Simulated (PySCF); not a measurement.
# [Se3]2+: from structure and modes to constants

Computed with PySCF, PBE0, basis Se def2-TZVP (no relativity, density fitting).

The singlet minimum has C2v symmetry. Masses (u): Se 79.91652.

```xyz
3
charge 2 multiplicity 1, angstrom
Se    0.0000    0.0000   -1.2092
Se    1.2887    0.0000    0.6046
Se   -1.2887    0.0000    0.6046
```

Harmonic wavenumbers (cm⁻¹): 213.3 (a1, ×1), 292.1 (b2, ×1), 395.6 (a1, ×1).

**Question.** Find the principal moments of inertia and the rotational constants. What kind of rotor is it?

**Answer.** About the centre of mass I = 175.29, 265.42, 440.71 u Å². With B = 16.8576/I this gives 0.09617, 0.06351, 0.03825 cm⁻¹. The molecule is an asymmetric top with κ = -0.13.

**Question.** What is the harmonic zero-point energy?

**Answer.** Half the sum of all 3 wavenumbers, 901/2 = 450 cm⁻¹, which is 5.4 kJ/mol (1 cm⁻¹ = 0.0119627 kJ/mol).

**Question.** Find the vibrational entropy and heat capacity at 298.15 K.

**Answer.** With u = 1.43878 ω/T, each mode gives S = R[u/(eᵘ−1) − ln(1−e⁻ᵘ)] and C = R u² eᵘ/(eᵘ−1)².
| ω (cm⁻¹) | u | S (J/(mol K)) | C (J/(mol K)) |
| --- | --- | --- | --- |
| 213.3 | 1.029 | 8.43 | 7.62 |
| 292.1 | 1.409 | 6.12 | 7.06 |
| 395.6 | 1.909 | 4.10 | 6.19 |
The sums over all modes are S = 18.6 and C = 20.9 J/(mol K); the softest mode gives 45 % of the entropy.

**Question.** Give the standard entropy (298.15 K, 1 bar) by its translational, rotational, vibrational and spin parts, and Cp.

**Answer.** Sackur–Tetrode with M = 239.75 u gives 177.2; rotation with symmetry number 2 gives 112.8; vibration 18.6; spin R ln 1 = 0.0. The total is 308.6 J/(mol K), and Cp = 4 R + 20.9 = 54.1 J/(mol K).

Other isomers or separated fragments may lie lower.
